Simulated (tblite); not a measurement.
Problem. Write Cartesian coordinates for `C[Si](C)(C)c1[nH]nnc1C#N` as optimised with GFN2-xTB.

Solution. 
```
atom  x, y, z in Å
C1    -1.506    1.555    0.944
Si2   -0.714    0.006    0.163
C3    -1.442   -0.385   -1.549
C4    -0.795   -1.500    1.321
C5     1.114    0.417   -0.091
N6     1.737    1.574    0.219
N7     3.033    1.530   -0.090
N8     3.293    0.394   -0.590
C9     2.155   -0.345   -0.621
C10    2.077   -1.656   -1.112
N11    1.973   -2.729   -1.504
H12   -1.420    2.425    0.299
H13   -1.059    1.802    1.903
H14   -2.565    1.390    1.118
H15   -1.340    0.451   -2.236
H16   -0.938   -1.239   -1.992
H17   -2.499   -0.625   -1.480
H18   -0.322   -1.304    2.279
H19   -1.823   -1.789    1.515
H20   -0.292   -2.352    0.873
H21    1.326    2.398    0.630
```

Orientation and origin are arbitrary. Atoms count from 1 in this order. Of the pairs four or more bonds apart, C1···H21 is among the closest relative to their van der Waals radii: 2.97 Å, 102 % of the sum of Bondi's values. The 2 N–N bonds span 1.268 Å (N7–N8, aromatic) to 1.333 Å (N6–N7, aromatic), a spread of 0.065 Å. The 5-membered ring C5–N6–N7–N8–C9 has internal angles of 102.2° to 111.6° (sum 540°, against 540° for a flat polygon); it is planar, 0.00 Å rms from its mean plane, widest ring torsion 0°. N6 (pyrrole-type nitrogen) is planar (angles 127.3°, 121.2° and 111.6°, sum 360.0°, 0.00 Å off the plane of its three neighbours).

Bonds between heavy atoms (Å): C1–Si2 1.907, Si2–C3 1.901, Si2–C4 1.901, Si2–C5 1.891, C5–N6 1.350, N6–N7 1.333, N7–N8 1.268, N8–C9 1.357, C9–C10 1.402, C10≡N11 1.147, C5–C9 1.396.

Computed geometry: GFN2-xTB, gas phase.

Point group: Cs (every atom within 0.08 Å of its image). Its GFN2-xTB frequencies are all real (lowest 19 cm⁻¹). 2 starts were optimised and ended at 0.00 and 0.58 kcal/mol (GFN2-xTB); the lowest of these is shown.
